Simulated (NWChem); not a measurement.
The numbers come from NWChem runs, not from measurements. System: CH2NO, charge 1, spin multiplicity 1, at the geometry of a parent with another charge or spin, in a state set for the comparison that need not be this species' ground state. Level: BLYP/def2-TZVPD.

The NWChem input:

```
start mol
memory heap 200 mb stack 900 mb global 1100 mb
charge 1
geometry units angstroms nocenter noautoz
  N      1.082571    -0.027621     0.000000
  C     -0.183853     0.393342     0.000000
  O     -1.203102    -0.223138     0.000000
  H      1.309713    -1.021146     0.000000
  H      1.840222     0.639544     0.000000
  symmetry group Cs
end
basis spherical
  * library def2-tzvpd
end
dft
  xc becke88 lyp
  semidirect memsize 60000000 filesize 0
  iterations 100
end
task dft energy
```

Part of the output:

```
             Northwest Computational Chemistry Package (NWChem) 7.3.0
             --------------------------------------------------------

                                NWChem Input Module
                                -------------------

 Scaling coordinates for geometry "geometry" by  1.889725989
 (inverse scale =  0.529177249)

 Turning off AUTOSYM since
 SYMMETRY directive was detected!

                             Geometry "geometry" -> ""
                             -------------------------

 Output coordinates in angstroms (scale by  1.889725989 to convert to a.u.)

  No.       Tag          Charge          X              Y              Z
 ---- ---------------- ---------- -------------- -------------- --------------
    1 N                    7.0000     1.08257100    -0.02762100     0.00000000
    2 C                    6.0000    -0.18385300     0.39334200     0.00000000
    3 O                    8.0000    -1.20310200    -0.22313800     0.00000000
    4 H                    1.0000     1.30971300    -1.02114600     0.00000000
    5 H                    1.0000     1.84022200     0.63954400     0.00000000

 Effective nuclear repulsion energy (a.u.)      64.5476026255

            Nuclear Dipole moment (a.u.)
            ----------------------------
        X                 Y               Z
 ---------------- ---------------- ----------------
    -0.0000037795    -0.0000018897     0.0000000000

      Symmetry information
      --------------------

 Group name             Cs
 Group number              2
 Group order               2
 No. of unique centers     5

      Symmetry unique atoms

     1    2    3    4    5


 Summary of "ao basis" -> "" (spherical)
 ------------------------------------------------------------------------------
       Tag                 Description            Shells   Functions and Types
 ---------------- ------------------------------  ------  ---------------------
 *                         def2-tzvpd                 on all atoms

                                 NWChem DFT Module
                                 -----------------
[...]
              MO Center=  3.7D-01, -6.1D-02, -9.2D-16, r^2= 1.8D+00
   Bfn.  Coefficient  Atom+Function         Bfn.  Coefficient  Atom+Function
  ----- ------------  ---------------      ----- ------------  ---------------
     9      0.386182  1 N  pz                12      0.330314  1 N  pz
    83     -0.295653  3 O  pz                86     -0.236891  3 O  pz
    15      0.218020  1 N  pz                89     -0.139575  3 O  pz
    46      0.058965  2 C  pz                49      0.055082  2 C  pz
    61     -0.047477  2 C  d  1              56     -0.026114  2 C  d  1

 Vector   12  Occ=0.000000D+00  E=-4.736780D-01  Symmetry=a'
              MO Center= -3.8D-01,  3.4D-01,  1.0D-15, r^2= 1.6D+00
   Bfn.  Coefficient  Atom+Function         Bfn.  Coefficient  Atom+Function
  ----- ------------  ---------------      ----- ------------  ---------------
    45      0.337267  2 C  py                82     -0.322767  3 O  py
    48      0.287777  2 C  py                42      0.271311  2 C  s
    41      0.256093  2 C  s                 85     -0.255234  3 O  py
    88     -0.178178  3 O  py                40      0.152092  2 C  s
     4     -0.136836  1 N  s                  7      0.126727  1 N  px

 Vector   13  Occ=0.000000D+00  E=-3.249613D-01  Symmetry=a"
              MO Center= -9.4D-02,  2.0D-01, -5.0D-15, r^2= 1.7D+00
   Bfn.  Coefficient  Atom+Function         Bfn.  Coefficient  Atom+Function
  ----- ------------  ---------------      ----- ------------  ---------------
    46      0.449152  2 C  pz                49      0.420568  2 C  pz
    52      0.279981  2 C  pz                83     -0.278398  3 O  pz
     9     -0.239010  1 N  pz                86     -0.235623  3 O  pz
    12     -0.220724  1 N  pz                89     -0.211139  3 O  pz
    15     -0.209660  1 N  pz                92     -0.036016  3 O  pz

 Vector   14  Occ=0.000000D+00  E=-2.177121D-01  Symmetry=a'
              MO Center=  1.5D+00, -7.9D-04, -2.1D-15, r^2= 4.6D+00
   Bfn.  Coefficient  Atom+Function         Bfn.  Coefficient  Atom+Function
  ----- ------------  ---------------      ----- ------------  ---------------
     6      1.169808  1 N  s                 43      0.841798  2 C  s
    80     -0.619392  3 O  s                  4     -0.540016  1 N  s
   126     -0.506419  5 H  s                 42      0.364062  2 C  s
   130      0.341015  5 H  px               125      0.226470  5 H  s
   117     -0.221642  4 H  s                 79     -0.211782  3 O  s

 center of mass
 --------------
 x =  -0.13377880 y =   0.01630092 z =   0.00000000

 moments of inertia (a.u.)
 ------------------
          14.725407442035         -10.258073088948           0.000000000000
         -10.258073088948         160.303903253265           0.000000000000
           0.000000000000           0.000000000000         175.029310695300

     Multipole analysis of the density
     ---------------------------------

     L   x y z        total         alpha         beta         nuclear
     -   - - -        -----         -----         ----         -------
     0   0 0 0      1.000000    -11.000000    -11.000000     23.000000

     1   1 0 0      1.290959      0.645481      0.645481     -0.000004
     1   0 1 0      0.225162      0.112582      0.112582     -0.000002
     1   0 0 1     -0.000000     -0.000000     -0.000000      0.000000

     2   2 0 0     -5.822080    -47.706349    -47.706349     89.590618
     2   1 1 0     -0.442142     -2.620723     -2.620723      4.799305
     2   1 0 1      0.000000      0.000000      0.000000      0.000000
     2   0 2 0     -8.080093     -9.010483     -9.010483      9.940873
     2   0 1 1      0.000000      0.000000      0.000000      0.000000
     2   0 0 2    -11.719366     -5.859683     -5.859683      0.000000

 Task  times  cpu:        9.9s     wall:        9.9s

 Total times  cpu:        9.9s     wall:        9.9s
```
